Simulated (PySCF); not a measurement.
**Atomic charges by several schemes**

Compound: C6H12P (charge -1).
Z-matrix (Å and degrees, GFN2-xTB geometry), rows numbered from 1:
```
P 
C   1  1.8855
C   2  1.5222  1  109.56
C   3  1.5256  2  111.42  1  -179.59
C   4  1.5255  3  110.63  2   -57.59
C   5  1.5253  4  110.13  3    57.05
C   2  1.5253  1  112.39  3   121.89
H   1  1.3626  2   92.45  3   175.09
H   2  1.1007  1  107.98  3  -118.10
H   3  1.0935  2  108.39  1    59.05
H   3  1.0927  2  109.02  1   -57.38
H   4  1.0962  3  110.26  2  -179.36
H   4  1.0944  3  109.15  2    62.44
H   5  1.0936  4  109.17  3   -62.73
H   5  1.0974  4  110.23  3   178.96
H   6  1.0965  5  109.98  4  -178.85
H   6  1.0946  5  109.16  4    63.20
H   7  1.0928  2  108.29  1   -57.71
H   7  1.0933  2  109.29  1    58.98
```

Density: PBE0/pcSseg-1 (PySCF); schemes: Mulliken, IAO, Hirshfeld and ESP-fitted. One conformer (not necessarily the lowest) at the GFN2-xTB geometry, without solvent, vibrations or thermal averaging. The pcSseg-1 basis has no diffuse functions, a weakness for an anion. The HOMO energy is positive at this level (+1.36 eV), so the outermost electrons may be held by the finite basis alone.

Q: At which atom do the 4 schemes differ most?

A: At P1: from -0.970 (ESP-fitted) to -0.474 e (Mulliken), 0.496 e apart.

Q: For which atoms does the sign change between the 4 schemes (beyond +0.03 e in one, beyond −0.03 e in another)?

A: C6, C7, H8, H15, H16 and H17.

Q: Which atoms carry the lowest charge in the Mulliken, IAO, Hirshfeld and ESP-fitted schemes?

A: All schemes agree: Mulliken P1 (-0.474); IAO P1 (-0.629); Hirshfeld P1 (-0.532); ESP-fitted P1 (-0.970).

Q: Tabulate the Mulliken, IAO, Hirshfeld and ESP-fitted charges.

A: In e:

| atom | environment | Mulliken | IAO | Hirshfeld | ESP-fitted |
| --- | --- | --- | --- | --- | --- |
| P1 | phosphorus bonded to C and H | -0.474 | -0.629 | -0.532 | -0.970 |
| C2 | sp3 carbon bound to phosphorus | -0.439 | -0.242 | -0.094 | -0.398 |
| C3 | ring CH2 carbon | -0.145 | -0.251 | -0.087 | -0.030 |
| C4 | ring CH2 carbon | -0.205 | -0.251 | -0.080 | -0.211 |
| C5 | ring CH2 carbon | -0.219 | -0.249 | -0.078 | +0.012 |
| C6 | ring CH2 carbon | -0.213 | -0.257 | -0.083 | +0.116 |
| C7 | ring CH2 carbon | -0.124 | -0.253 | -0.091 | +0.089 |
| H8 | P–H hydrogen | -0.099 | -0.087 | -0.114 | +0.123 |
| H9 | methine hydrogen | +0.087 | +0.094 | -0.002 | +0.168 |
| H10 | methylene hydrogen | +0.085 | +0.115 | +0.015 | +0.125 |
| H11 | methylene hydrogen | +0.089 | +0.124 | +0.015 | +0.065 |
| H12 | methylene hydrogen | +0.078 | +0.105 | +0.015 | +0.007 |
| H13 | methylene hydrogen | +0.086 | +0.111 | +0.021 | +0.070 |
| H14 | methylene hydrogen | +0.092 | +0.115 | +0.024 | +0.018 |
| H15 | methylene hydrogen | +0.079 | +0.105 | +0.015 | -0.037 |
| H16 | methylene hydrogen | +0.077 | +0.104 | +0.013 | -0.087 |
| H17 | methylene hydrogen | +0.083 | +0.109 | +0.018 | -0.035 |
| H18 | methylene hydrogen | +0.074 | +0.118 | +0.007 | -0.023 |
| H19 | methylene hydrogen | +0.087 | +0.120 | +0.017 | -0.002 |

Mean size of the charges over all atoms: IAO 0.181 e, Mulliken 0.149 e, ESP-fitted 0.136 e, Hirshfeld 0.069 e. Each set sums to the total charge, -1, to within 0.001 e. The ESP scheme fits charges at the nuclei, held to the total charge, to the electrostatic potential on points at 1.4 to 2.0 times the van der Waals radii.

Q: How closely do the schemes follow one another over all atoms?

A: Correlation coefficient and root-mean-square difference: Mulliken with IAO 0.94, 0.074 e; IAO with Hirshfeld 0.88, 0.121 e; Hirshfeld with ESP-fitted 0.83, 0.163 e; Mulliken with Hirshfeld 0.80, 0.111 e; Mulliken with ESP-fitted 0.70, 0.179 e; IAO with ESP-fitted 0.67, 0.192 e.

Q: How many electrons does the IAO scheme count on C2?

A: Z − q = 6 − (-0.242) = 6.242.

The run behind these numbers computed NMR shieldings as well. The run took about 70 s of CPU time (one thread, shared machine).
